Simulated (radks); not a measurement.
The numbers below are computed, except where a source is named.
Task: Radial electron density D(r) = 4 pi r^2 rho(r) of an atom or ion with 15 electrons. Level of theory: non-relativistic Kohn-Sham, r2SCAN, spin-polarised, spherical densities, point nucleus; meta-GGA in the generalised Kohn-Sham scheme (a radial shooting solver on a logarithmic mesh with Libxc functionals).

r (bohr),D(r) (e/bohr),spin D(r)
0.01177,2.674,0.00437
0.01509,3.976,0.00651
0.01949,5.817,0.00953
0.02497,8.111,0.0133
0.03226,10.90,0.0181
0.04134,13.68,0.0233
0.05297,15.97,0.0288
0.06842,17.06,0.0356
0.08768,16.36,0.0465
0.1133,14.09,0.0699
0.1451,11.70,0.116
0.186,10.90,0.191
0.2403,12.55,0.280
0.3079,15.14,0.323
0.3977,15.86,0.253
0.5096,13.06,0.0877
0.6531,8.104,-0.0160
0.8436,3.834,0.174
1.081,2.254,0.716
1.396,2.442,1.37
1.79,2.601,1.59
2.293,2.020,1.25
2.962,1.078,0.655
3.796,0.4058,0.227
4.904,0.09767,0.0434
6.284,0.01606,0.00359
8.052,0.001703,-0.000209

What is the nuclear charge?

Result: Z = 15. The innermost maximum, from 1s, lies near 1/Z = 0.0667 bohr (found: 0.0701), and its height grows with Z. The density is that of neutral phosphorus in [Ne] 3s1.5 3p3.5; the configuration itself is not fixed sharply by these data, and Z only to about a unit. D(r) has 3 maxima, at r = 0.0701, 0.370, 1.68 bohr, and minima at 0.179, 1.15 bohr, inside which lie 2.19, 10.32 electrons.
